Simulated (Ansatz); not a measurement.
Relaxed structures of CH$_{3}$LiSe, closed shell (PBE0-D4/def2-TZVP; forces vanish, vibrations not checked; lower isomers may exist, and structures with a doubtful reference or unclear bonds are left out; Å). Program: Ansatz 0.2.0. Basis: def2-TZVPP. Cores are frozen in the correlated methods. Filled d shells of the heavier atoms are correlated. The outer core shell of Li, Na, Mg and K is correlated. The def2 sets are not built for correlating such inner shells, so the correlated values are less sure here.

**Question.** Rank them by CCSD(T) energy, lowest first, and give each one's height above the lowest. Links in brackets join atoms within 1.22 times the sum of their covalent radii (1.1 for two metals). (To be estimated.)
A.
CH₃LiSe ([Li][C][SeH3])
```
6
angstrom
Li -1.5398 -2.3177 0.6765
Se 0.2314 0.3875 -0.1264
C -1.0401 -0.7169 -0.0798
H 1.7030 0.1733 -0.6553
H 0.1231 1.6603 -0.9858
H 0.8296 1.2513 1.0513
```
B.
CH₃LiSe ([Li]1[CH2][SeH]1)
```
6
angstrom
Li -0.3857 -1.4946 0.8811
Se -1.8341 0.1808 -0.1914
C 0.1763 -0.0087 -0.2144
H 0.4689 0.1527 -1.2548
H 0.4654 0.9066 0.3209
H -2.1165 -0.8675 -1.1867
```
C.
CH₃LiSe ([Li][Se][CH3])
```
6
angstrom
Li -0.9153 -2.3094 0.9939
Se -1.3151 -0.5214 -0.3466
C 0.3316 0.5469 -0.1763
H 1.1980 -0.0109 -0.5286
H 0.2114 1.4336 -0.7969
H 0.4894 0.8612 0.8544
```

**Answer.** The calculation gives: C (0.0 kJ/mol), B (140.9 kJ/mol), A (767.4 kJ/mol). Heights count from the lowest.

The T1 diagnostic stays at or below 0.016.

For scale, one of the runs: CCSD(T)/def2-TZVPP, 140 basis functions, launched by `ansatz run in.yaml --threads 2 --pin off --events-out ev --progress --plain --max-ram 4352MiB`. Time: 8 s of wall clock on 2 CPU threads of an Intel Xeon 6975P-C; the host was shared. Peak host memory: 0.91 GiB.
